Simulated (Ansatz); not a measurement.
Program: Ansatz. Geometries: PBE0-D4/def2-TZVP. ΔE: electronic, gas phase. CCSD(T)/CBS adds triple-zeta CCSD(T) − MP2 to the extrapolated MP2 energy (def2 sets, frozen cores). DFT in def2-TZVPP. B3LYP here is the variant with VWN-RPA as its local correlation; programs differ in this. Elements past krypton have def2 core potentials. For Ge, I outer-core shells are correlated without core-valence functions, which leaves a few kJ/mol of doubt a bond. Scalar relativity is left out up to krypton. Each species was taken in one conformer, which may not be the lowest.

Consider the redistribution: `[OH][GeH2][I]` + `FCN[SiH2][SiH3]` → `[OH][GeH2][NH]CF` + `[SiH3][SiH2]I`.

```
             level  ΔE (eV)
          B3LYP-D4     0.26
SCS-MP2/def2-QZVPP     0.16
```

Task: What does CCSD(T)/CBS give? (Estimate.)

Result: The calculation gave: +0.14 eV. The listed levels differ from it by 0.12, 0.02 eV.

Largest T1 diagnostic among the species: 0.012.

In def2-TZVPP, CCSD(T) changes the Hartree–Fock value by −0.11 eV (the triples alone add −0.01 eV) and MP2 by −0.12 eV.
